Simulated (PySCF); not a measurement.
Electron correlation in O³⁺ (oxygen, charge +3)

[He] 2s2 2p1, 2P determinant. Calculation: PySCF 2.14, in aug-cc-pVDZ (4s3p2d, 23 functions); no relativity, point nucleus. Frozen: 1s2; 3 electrons correlated.

MP2 pair energies summed by pair of shells (mhartree):

```csv
pair,energy,share (%)
2s-2s,-33.83,66.6
2s-2p,-16.98,33.4
```

Total MP2 correlation energy: -50.80 mhartree.

Same-spin part -2.33 and opposite-spin part -48.48 mhartree; SCS-MP2 scales them by 1/3 and 6/5 to -58.95 mhartree.
